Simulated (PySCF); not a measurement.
Computed IR spectrum (relative IR intensity) of a molecule C2H9N3Si. Geometry optimised at PBE0-D3(BJ)/def2-SVP. One conformer was computed; it need not be the lowest. All values below come from PBE0-D3(BJ)/def2-SVP run with PySCF. Frequencies are harmonic and unscaled.

Lines under 2 % of the strongest are left out, and lines within 2 cm⁻¹ are merged.

```
ν (cm⁻¹)  relative intensity
--------  ------------------
243                      2.6
282                       57
312                       20
347                      3.2
392                       33
407                       33
446                       26
715                       18
748                       14
794                       20
828                      2.5
842                      4.7
888                       67
899                       52
961                       81
984                       38
1135                     5.1
1360                     4.0
1403                     3.0
1433                     9.0
1446                     3.8
1526                      34
1534                      16
1800                     100
2158                      69
2930                      28
3047                     2.9
3129                     2.3
3613                      10
3631                      13
3719                      11
3739                      14
```

Question: Which structure fits?
A. C=C[Si](N)(N)N
B. C/C=N/[SiH](N)N
C. C/N=C/[SiH](N)N
D. NC/C=N/[SiH2]N

Answer: B, C/C=N/[SiH](N)N
